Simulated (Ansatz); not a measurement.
Pd₄⁺. The state is a quartet with charge 1. Geometry B3LYP-D4/def2-SVP; atoms count from 1.

```xyz
4

Pd    0.784    1.275   -0.539
Pd    0.256   -0.159    1.562
Pd   -1.558    0.184   -0.266
Pd    0.518   -1.300   -0.757
```

In the def2 sets Pd takes a core potential; there is no spin–orbit coupling. The structure comes from a short search, and lower isomers may exist.

(1) Estimate the Mulliken populations from the PBE0/def2-TZVP orbitals of Ansatz.

(2) Where does the spin sit?

(3) And the Mayer bond orders between heavy atoms (over 0.3)?

Answers

(1) 
| atom | charge (e) | spin (α − β) | d electrons |
| --- | --- | --- | --- |
| Pd1 | 0.25 | 0.75 | 9.06 |
| Pd2 | 0.25 | 0.75 | 9.06 |
| Pd3 | 0.25 | 0.75 | 9.06 |
| Pd4 | 0.25 | 0.75 | 9.06 |
Mulliken values depend strongly on the basis.

(2) Summed by element: Pd 3.00, of 3 unpaired in all. Largest on single atoms: Pd1 0.75, Pd4 0.75, Pd2 0.75.

(3) Pd1–Pd2 0.67 (2.60 Å); Pd1–Pd3 0.67 (2.60 Å); Pd1–Pd4 0.67 (2.60 Å); Pd2–Pd3 0.67 (2.60 Å); Pd2–Pd4 0.67 (2.60 Å); Pd3–Pd4 0.67 (2.60 Å).
